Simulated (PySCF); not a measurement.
# Bond length, frequency and bond energy of BeS by level of theory

State: ¹Σ⁺ (singlet), closed shell. Set-up: Be jorge-DZP-DKH, S jorge-DZP-DKH; spin-free X2C with a Gaussian nucleus (PySCF 2.14). De refers to Be + S in their high-spin ground configurations, without counterpoise correction. A positive dipole means Be(−)S(+).

```tsv
Level	Re (Å)	ωe (cm⁻¹)	De (eV)	μ (D)
RHF	1.739	1057	1.53	-6.15
RHF-MP2	1.773	984	3.10	n/a
RHF-SCS-MP2	1.772	982	2.86	n/a
RHF-CCSD	1.767	992	2.40	n/a
RHF-CCSD(T)	1.780	958	2.63	n/a
PBE	1.770	970	3.63	-4.67
BLYP	1.773	953	3.40	-4.55
r²SCAN	1.759	1004	3.60	-5.17
PBE0	1.752	1011	3.36	-5.18
B97-3	1.753	1011	3.43	-5.23
M06-2X	1.746	1022	3.33	-5.29
LC-ωPBE	1.734	1060	3.09	-5.68
```

The bond length runs from 1.734 Å (LC-ωPBE) to 1.780 Å (RHF-CCSD(T)). De spans 1.53 eV (RHF, mean field) to 3.63 eV (PBE, GGA). Correlation at CCSD(T) changes the Hartree–Fock bond energy by +1.10 eV; the triples alone change it by +0.23 eV.

Correlated steps freeze 5 core orbitals. Correlated levels converge slowly with the basis: in double zeta they bind strong bonds too weakly, by up to about 1 eV, and carry superposition errors of some tenths. Where the molecule has an RHF reference, its open-shell atoms are computed with UHF. The CCSD T1 diagnostic is raised, a sign that a single reference may not be enough here.

The whole job (state search and all levels along the bond) took about 1 min on 1 thread of Arm Neoverse V1 (shared host), peak memory 0.46 GiB.
